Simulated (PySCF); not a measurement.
# What a mistake does to a calculation on AlCH4N

All numbers below are calculated, not measured. The program is PySCF 2.14.0, an open-source quantum chemistry code, run on an isolated molecule that a program drew, which may never have been made. The molecule is AlCH4N (charge 0, singlet), drawn as the SMILES string `[CH3][Al]=[NH]`.

Each row is a Hartree-Fock (HF) and frozen-core CCSD(T) single point in the cc-pV(D+d)Z basis, meant for a local HF minimum. Run 1 is clean. Each other run has one planted mistake out of seven kinds, and not every kind appears here: one electron removed, one electron added, multiplicity raised by two, geometry at a saddle point, minimal basis STO-3G, one bond length entered in bohr, all coordinates scaled. The reference is restricted for singlets and unrestricted otherwise, and also for a bond in bohr. Adding or removing an electron swaps singlet and doublet. Electrons count all cores. HOMO and LUMO are orbital energies over both spins, the gradient is its largest component, and the lowest frequency (negative if imaginary) is given only where the gradient is small. Bond lengths are over the 6 bonds as drawn. T1 is the CCSD diagnostic: over 0.02 (restricted) or 0.045 (unrestricted) a single reference is doubtful.

Geometry of the clean run:
```xyz
7
AlCH4N, angstrom
C     2.6551    0.4391   -1.0874
Al    0.7891    0.1339   -1.5448
N    -0.7399   -0.1163   -1.9195
H     3.1612   -0.5080   -0.8862
H     3.1748    0.9391   -1.9081
H     2.7344    1.0672   -0.1969
H    -1.6894   -0.2713   -2.1526
```

```
run  electrons  basis functions  <S^2>  HOMO (eV)  LUMO (eV)  gradient (hartree/bohr)  lowest frequency (cm^-1)  mean bond (Å)  longest bond (Å)      T1  HF (hartree)  CCSD(T) (hartree)                          mistake
  1         30               71  0.000      -8.86       2.16                  1.4e-05                       162         1.3012             1.945  0.0214    -336.52224         -336.94571                         no fault
  2         30               71  2.012      -4.64       0.86                  1.1e-01                         -         1.3012             1.945  0.0217    -336.43617         -336.81872       multiplicity raised by two
  3         30               71  1.356      -6.99       1.59                  3.7e-02                         -         1.5375             3.012  0.0636    -336.42036         -336.80316  one bond length entered in bohr
  4         31               71  0.974       0.99       7.96                  4.7e-02                         -         1.3012             1.945  0.0371    -336.46282         -336.90101               one electron added
  5         29               71  0.759     -17.29      -5.39                  9.5e-02                         -         1.3012             1.945  0.0127    -336.28473         -336.64774                                ?
  6         30               23  0.000      -4.62       9.41                  1.2e-01                         -         1.3012             1.945  0.0307    -332.37846         -332.58191                                ?
```

**Which mistake was planted in run 5, and what did it cost?**

It counts 29 electrons, one fewer than the clean run, at the same geometry and basis. So the mistake is: one electron removed. Subtracting run 1 and multiplying by 627.51 kcal/mol a hartree, the energy moved by 149.0 kcal/mol in HF and 187.0 kcal/mol in CCSD(T).

**Which mistake was planted in run 6, and what did it cost?**

It has 23 basis functions where the clean run has 71, with the same electrons and geometry. So the mistake is: minimal basis STO-3G. Subtracting run 1 and multiplying by 627.51 kcal/mol a hartree, the energy moved by 2600.3 kcal/mol in HF and 2738.3 kcal/mol in CCSD(T).

Cautions from the logs. Run 1: T1 is over the limit, so its CCSD(T) energy is less reliable; run 3: T1 is over the limit, so its CCSD(T) energy is less reliable; run 4: the HOMO is above zero, so the electron isn't bound and the energy depends on the basis; run 6: T1 is over the limit, so its CCSD(T) energy is less reliable.
